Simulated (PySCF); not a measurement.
Structure elucidation problem

An unknown has the formula C₃H₁₀O₂Si₂. Its calculated NMR data are:

1H NMR (400 MHz, computed): δ 6.57 (m, 1H), 5.05 (s, 2H), 4.33 (m, 1H), 4.16 (m, 1H), 3.98 (m, 3H), 3.87 (m, 2H).

13C{1H} NMR (computed): δ 155.3 (CH), 94.7 (CH2), 49.5 (CH2).

Averaged over atoms made equivalent by symmetry, fast rotation or ring inversion, a single conformation, isolated molecule, non-relativistic Hamiltonian. Geometry from GFN2-xTB; PBE0/pcSseg-1 with gauge-including orbitals; PySCF 2.14.

δ = σ(ref) − σ, references computed at the same level: TMS for 1H and 13C.

**Question.** Deduce the structure.

**Answer.** 
Rings plus π bonds: 1 (no ring in the answer). 3 carbon signals for 3 carbons: no two carbons are equivalent. Carbon types of the structure: 1 × CH, 2 × CH2, leaving 5 H on heteroatoms. δC 155.3: alkene carbon bearing oxygen; an sp2 carbon further deshielded by the attached heteroatom. δC 94.7: β carbon of an enol-ether or enamine type C=C; the O or N lone pair pushes π density onto this β carbon and shields it. δC 49.5: sp3 CH2 bonded to O and Si; pulled downfield by the heteroatom. δH 6.57: hydrogen on an alkene carbon bearing oxygen; olefinic region. δH 4.33, 4.16: hydrogen on a β carbon of an enol-ether or enamine type C=C; lone-pair donation from O or N shields it, upfield of ordinary alkene protons. δH 3.98: hydrogen on a silicon bonded to C. δH 3.87: hydrogen on an sp3 CH2 bonded to O and Si; its carbon carries O, an electronegative neighbour.

Structure: SMILES C(=C)O[SiH2]OC[SiH3].

The shifts were computed for this structure.

Shifts are as computed. Against solution values, carbons near 30 ppm lie about +3 ppm off and those near 130 ppm about +5 ppm. Of 1211 compounds with measured shifts, 218 miss one by over three times the rms of a fit or turn the order of signals round; such compounds aren't used in these exercises. No couplings were computed; multiplicities are counted from neighbouring protons, with m where these are inequivalent, close in shift, in a saturated or five-membered ring or joined by F or P, and br s for small geminal =CH2 splittings.
